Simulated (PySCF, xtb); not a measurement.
CHOS, SMILES [OH+]=C=S, charge +1.

Coordinates come from a B3LYP-D3(BJ)/def2-TZVP optimisation. The isomer is the one that the SMILES or the coordinates give; other isomers of the formula were not compared.

The numbers are results of C-PCM-ωB97X/def2-SVP run with PySCF, not measurements.

The values are the electrostatic part of the solvation free energy, E(continuum) − E(gas) at the gas-phase geometry, in a cavity of scaled van der Waals radii (PySCF's table); cavitation and dispersion terms are not included. In vacuum the orbital gap is 11.80 eV.

Computed values in water (ε = 78.36), n-hexane (ε = 1.88), N,N-dimethylformamide (ε = 37.22):
```
solvent                    ε  ΔG(elec) (kcal/mol)  gap (eV)
---------------------  -----  -------------------  --------
water                  78.36                -68.5     11.85
n-hexane                1.88                -32.3     11.83
N,N-dimethylformamide  37.22                -67.5     11.85
```

For comparison, GFN2-xTB/ALPB(water) (xtb, at the GFN2-xTB geometry, all terms of that model) gives -67.5 kcal/mol.
